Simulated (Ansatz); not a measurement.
`NC([SiH3])S` + `N[SiH2]O[SiH3]` → `N[SiH]([SiH3])O[SiH3]` + `NCS`  (formal exchange of groups at the Si–C bond)

Gas-phase electronic energies from Ansatz, PBE0-D4/def2-TZVP geometries. CCSD(T)/CBS is the MP2 limit (def2-TZVPP, def2-QZVPP) plus CCSD(T) − MP2 in def2-TZVPP, frozen cores. One conformer a species, not always the lowest.

```json
{"species": "`NC([SiH3])S`", "CCSD(T)/CBS(def2) energy (Eh)": "-783.80261"}
{"species": "`N[SiH2]O[SiH3]`", "CCSD(T)/CBS(def2) energy (Eh)": "-712.36147"}
{"species": "`N[SiH]([SiH3])O[SiH3]`", "CCSD(T)/CBS(def2) energy (Eh)": "-1002.63867"}
{"species": "`NCS`", "CCSD(T)/CBS(def2) energy (Eh)": "-493.52417"}
```

Task: Work out ΔE.

Result: ΔE = (-1002.63867) + (-493.52417) − (-783.80261) − (-712.36147) = 0.00124 Eh = +0.03 eV.

Largest T1 diagnostic among the species: 0.012.

From PBE to PBE0 (25 % exact exchange), in def2-TZVPP and without D4, ΔE moves by +0.03 eV.
